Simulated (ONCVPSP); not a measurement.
# Ti (Z = 22): one change to an ONCV potential, before and after

```json
{
  "Element": "titanium",
  "Generator": "ONCVPSP 4.0.1",
  "Type": "optimised norm-conserving Vanderbilt (ONCV)",
  "Functional": "PBE",
  "Relativity": "scalar-relativistic",
  "Frozen core": "[Ne]",
  "Valence charge": "12",
  "Reference configuration": "3s2 3p6 3d2 4s2",
  "Partial waves": "3s+4s: rc 1.95 bohr, ncon 4, nbas 7, qcut 6.8 1/bohr, 3 projectors, debl 0.7 Ha; 3p: rc 1.70 bohr, ncon 5, nbas 10, qcut 8.7 1/bohr, 2 projectors, debl 0.5 Ha; 3d: rc 2.45 bohr, ncon 4, nbas 9, qcut 6.8 1/bohr, 1 projector",
  "Local potential": "polynomial inside 1.55 bohr (lpopt 3, dvloc0 3 Ha)",
  "Core correction": "none"
}
```

In the p channel the program set the typed energies aside and used -1.428, 0.250 Ha.

Change: d: qcut 5.4.

Cutoffs: the cutoffs (Ha) at which the residual kinetic energy of the hardest occupied pseudo-wave falls to 1 and 0.1 mHa per electron; they do not see the model core or the augmentation charge, which bear on the density cutoff. Errors are all-electron minus pseudo energies relative to the spin-unpolarised reference configuration.

Question: How do hardness, ghosts and transferability respond?

Answer: The potential gets neither clearly harder nor softer (20 Ha and 25 Ha → 20 Ha and 25 Ha); the p channel sets the loose cutoff, while the largest relative change is in d, which becomes softer; of the 4 tests that both files solve, the error grows in 4 and shrinks in 0 by more than 15 % and 0.3 meV (median size 96.1 → 150.1 meV); neither file shows a bound ghost.

| quantity | base | changed |
| --- | --- | --- |
| cutoff, loose | 20 Ha | 20 Ha |
| cutoff, tight | 25 Ha | 25 Ha |
| loose cutoff by channel | s 7.5 Ha, p 20 Ha, d 17 Ha | s 7.5 Ha, p 20 Ha, d 13 Ha |
| bound ghosts | none | none |
| GHOST(+) flags under 300 eV | none | none |
| error for 3s2 3p6 3d2 4s1, meV [ΔE 7.35 eV] | -0.5 | -1.6 |
| error for 3s2 3p6 3d2 4s0, meV [ΔE 20.92 eV] | -10 | -23 |
| error for 3s2 3p6 3d1 4s0, meV [ΔE 47.87 eV] | +182 | +278 |
| error for 3s2 3p6 3d1 4s2 4p1, meV [ΔE 4.67 eV] | +194 | +288 |
| s: phases at 1.97 bohr within 0.05 rad from the reference energy up to (Ha; the scan ends near 5) | to the end of the scan | to the end of the scan |
| p: phases at 1.73 bohr within 0.05 rad from the reference energy up to (Ha; the scan ends near 5) | to the end of the scan | to the end of the scan |
| d: phases at 2.49 bohr within 0.05 rad from the reference energy up to (Ha; the scan ends near 5) | 0.3 | 0.3 |
